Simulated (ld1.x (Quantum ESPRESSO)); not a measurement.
**Configuration tests for Pb (Z = 82) (TM)**

* Element: lead (Pb)
* Generator: ld1.x (Quantum ESPRESSO) 7.5
* Type: norm-conserving Troullier–Martins (Kleinman–Bylander form)
* Functional: LDA (PZ)
* Relativity: scalar-relativistic
* Frozen core: [Xe] 4f14
* Valence charge: 14
* Reference configuration: 5d10 6s2 6p1 (charge +1)
* Partial waves: 6p (bound): rc 2.70 bohr; 5d (bound): rc 2.15 bohr; 6s (bound): rc 1.65 bohr
* Local potential: the s channel
* Core correction: Bessel-smoothed model core inside 0.85 bohr

Energies are relative to the spin-unpolarised reference configuration 5d10 6s2 6p1; without spin polarisation the order of configurations can differ from experiment. Spin-polarised rows fill each open shell by Hund’s rule, majority spin first.

(1) Give the all-electron excitation energy and the error of the potential for: 5d10 6s2 6p2; 5d10 6s2 6p0; 5d10 6s1 6p0; 5d9 6s2 6p2; 5d10 6s1 6p2; 5d10 6s0 6p4; 5d10 6s2 6p1.5; 5d10 6s2 6p1 (spin-polarised); 5d10 6s2 6p2 (spin-polarised).

Results:

(1)

| valence configuration | charge | ΔE all-electron (eV) | error AE − PS (meV) |
| --- | --- | --- | --- |
| 5d10 6s2 6p2 | 0 | -6.833 | +3.1 |
| 5d10 6s2 6p0 | +2 | 13.762 | -9.1 |
| 5d10 6s1 6p0 | +3 | 46.640 | -25 |
| 5d9 6s2 6p2 | +1 | 20.467 | -134 |
| 5d10 6s1 6p2 | +1 | 9.598 | -5.0 |
| 5d10 6s0 6p4 | 0 | 11.202 | -23 |
| 5d10 6s2 6p1.5 | +0.5 | -4.223 | +2.0 |
| 5d10 6s2 6p1 (spin-polarised) | +1 | -0.145 | +0.7 |
| 5d10 6s2 6p2 (spin-polarised) | 0 | -7.285 | +5.7 |
